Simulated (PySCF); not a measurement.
## Xe (xenon, neutral) across methods

[Xe], closed-shell 1S. All numbers are calculated (PySCF 2.14, scalar relativity through the core potential, in aug-cc-pV5Z-PP with ECP28MDF (8s8p6d4f3g2h, 139 functions)).

```
method  E (hartree)  mean ε 4d (eV)  mean ε 5s (eV)  mean ε 5p (eV)  Σ⟨r²⟩ (bohr²)   ⟨S²⟩
  PBE0    -329.3787         -62.519         -21.993          -9.513          58.72  0.000
   LDA    -328.9194         -58.792         -20.065          -8.372          58.94  0.000
r2SCAN    -329.4893         -60.038         -20.506          -8.581          58.58  0.000
  BLYP    -329.3070         -58.721         -19.671          -8.047          59.30  0.000
   UHF   -328.29919         -72.490         -27.473         -12.415          59.15  0.000
 M06-L    -329.5354         -60.198         -19.992          -8.178          58.88  0.000
   PBE    -329.3442         -58.854         -19.807          -8.227          58.98  0.000
```

(1) Estimate the same row for revPBE.

Energies and moments cover only the electrons outside the core potential.

## Answers

(1) E (hartree) = -329.4018; mean ε 4d (eV) = -58.818; mean ε 5s (eV) = -19.749; mean ε 5p (eV) = -8.189; Σ⟨r²⟩ (bohr²) = 58.93; ⟨S²⟩ = 0.000.
